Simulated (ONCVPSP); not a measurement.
## Cd ONCV: all-electron and pseudo phase curves

ONCVPSP 4.0.1 input, shortened (lines: element, Z, core and valence counts, functional; n l f; lmax; l rc ep ncon nbas qcut; lloc lpopt rc5 dvloc0; l nproj debl; icmod fcfact rcfact), PBE, scalar-relativistic:

```
  Cd 48.00    9    1        4      upf
    1    0    2.00
    2    0    2.00
    2    1    6.00
    3    0    2.00
    3    1    6.00
    3    2   10.00
    4    0    2.00
    4    1    6.00
    4    2   10.00
    5    0    2.00
    1
    0    2.50    0.00    3    6    3.00
    1    2.35    0.12    3    7    4.10
    4    5    1.60    4.00
    0    2    1.20
    1    1    1.70
    0    0.00    0.00
```

In the p channel the program set the typed energies aside and used 0.050 Ha.

The phase is arctan(r·R′/R) of the radial function R(r), unwrapped; energies in Ha, scanned from -2 to 5 Ha. A pole is an energy at which the radial function vanishes at the test radius. The pseudo phase is shifted by a multiple of π to meet the all-electron one at the reference energy, and phase errors are pseudo minus all-electron; the curves can meet again beyond the range given. Levels narrower than the energy grid can be missing from the lists of poles.

Question: For each channel, where are the poles, and over which energies does the pseudopotential scatter like the atom?

Answer:

```
channel  radius (bohr)  reference energy (Ha)  poles, all-electron  poles, pseudo  unbroken range about the reference energy with phases within 0.05 rad  phase error 1 Ha above the reference energy (rad)
      s           2.53                  -0.21                 0.85     0.85, 2.44                                                              below 2.1                                             -0.000
      p           2.38                   0.05                 1.87     1.37, 3.52                                                              below 1.1                                             -0.047
```

Note: no bound ghost flagged; GHOST(+) flagged for s at 64.0 eV.

Phases in the p channel:

```
E (Ha)  all-electron  pseudo
 -1.98         1.308   1.281
 -1.80         1.283   1.261
 -1.62         1.257   1.236
 -1.44         1.226   1.207
 -1.26         1.188   1.170
 -1.08         1.140   1.122
 -0.90         1.075   1.058
 -0.72         0.984   0.966
 -0.54         0.847   0.830
 -0.36         0.627   0.613
 -0.18         0.269   0.261
  0.00        -0.224  -0.225
  0.18        -0.677  -0.679
  0.36        -0.975  -0.985
  0.54        -1.158  -1.176
  0.72        -1.275  -1.302
  0.90        -1.356  -1.393
  1.08        -1.416  -1.465
  1.26        -1.462  -1.530
  1.44        -1.500  -1.597
  1.62        -1.532  -1.682
  1.80        -1.561  -1.832
  1.98        -1.587  -2.301
  2.16        -1.613  -3.820
  2.34        -1.638  -4.342
  2.52        -1.665  -4.493
  2.70        -1.694  -4.567
  2.88        -1.728  -4.614
  3.06        -1.769  -4.649
  3.24        -1.822  -4.676
  3.42        -1.897  -4.700
  3.60        -2.012  -4.723
  3.78        -2.212  -4.744
  3.96        -2.605  -4.765
  4.14        -3.275  -4.788
  4.32        -3.855  -4.814
  4.50        -4.157  -4.845
  4.68        -4.316  -4.883
  4.86        -4.411  -4.935
```
